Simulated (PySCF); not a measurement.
**Xe⁺ (xenon, charge +1) across methods**

[Kr] 4d10 5s2 5p4 6s1, high-spin 4P determinant (an excited configuration). All numbers are calculated (PySCF 2.14, the non-relativistic Hamiltonian (point nucleus), in dyall-av2z).

```csv
method,E (hartree),mean ε 5p α (eV),mean ε 5p β (eV),mean ε 6s α (eV),Σ⟨r²⟩ (bohr²),⟨S²⟩
r2SCAN,-7233.89,-21.407,-19.463,-7.050,65.73,3.753
UHF,-7231.27713,-25.972,-23.475,-8.589,67.55,3.757
HSE06,-7233.40,-21.971,-20.115,-7.240,66.09,3.752
r2SCAN0,-7233.95,-22.770,-20.740,-7.578,66.11,3.754
revPBE,-7233.56,-20.836,-19.063,-7.009,65.45,3.752
PBE,-7233.33,-20.910,-19.158,-7.070,65.71,3.751
```

Estimate the same row for PBE0.

E (hartree) = -7233.52; mean ε 5p α (eV) = -22.407; mean ε 5p β (eV) = -20.503; mean ε 6s α (eV) = -7.563; Σ⟨r²⟩ (bohr²) = 65.94; ⟨S²⟩ = 3.752.

A non-relativistic calculation at this Z misses sizeable relativistic shifts. The outer electron is Rydberg-like, and this basis confines it to a smaller radius and binds it less than a complete one would.
